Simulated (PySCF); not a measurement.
C2H6N2Si, SMILES C#C[SiH](N)N.

Geometry optimised at r2SCAN-D4/def2-SVP. The structure was generated by enumeration, and PubChem lists no compound with its InChIKey, so it may never have been made. Other conformers were not sampled.

Calculation: PBE/def2-TZVP run with PySCF.

Computed frontier levels, gap, dipole moment and polarisability:
```
Property                                                                                                        Value
---------------------------------------------------------------------------------------------  ----------------------
highest occupied level                                                                                       -6.03 eV
lowest empty level                                                                                           -0.86 eV
orbital gap                                                                                                   5.17 eV
dipole moment                                                                                               0.121 e·Å
quadrupole, principal values (traceless, Buckingham form, about the centre of nuclear charge)   -7.26, 2.70, 4.57 D·Å
mean static polarisability                                                                       63.7 bohr³ (9.43 Å³)
polarisability, principal values                                                               51.0, 56.6, 83.3 bohr³
```
